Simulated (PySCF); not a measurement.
# Radial density of Pr⁺ (praseodymium, charge +1)

r2SCAN, [Xe] 4f3 5d1, one real determinant (an excited configuration). Calculation: PySCF 2.14, in x2c-TZVPPall with one added diffuse shell each of s, p, d, f type (12s8p8d5f2g, 129 functions); scalar relativity by spin-free X2C-1e.

| r (bohr) | 4πr²ρ (e/bohr) | 4πr²(ρα − ρβ) |
| --- | --- | --- |
| 0.0274 | 69.24 | 0.0010 |
| 0.0461 | 79.19 | 0.0027 |
| 0.0776 | 102.0 | 0.0050 |
| 0.131 | 75.27 | 0.0317 |
| 0.220 | 88.23 | 0.2537 |
| 0.369 | 36.65 | 1.2735 |
| 0.621 | 38.36 | 2.6218 |
| 1.04 | 13.25 | 2.0483 |
| 1.76 | 6.575 | 0.9806 |
| 2.96 | 1.126 | 0.4042 |
| 4.97 | 0.09926 | 0.0940 |
| 8.36 | 0.001973 | 0.0019 |

Densities and radii are taken from the X2C orbitals without a picture-change correction, which distorts them close to the nucleus.

⟨L²⟩ = 39.98 against 72 for a pure L term, so this real determinant mixes terms. Spin-orbit coupling, absent here, splits the open shell strongly.
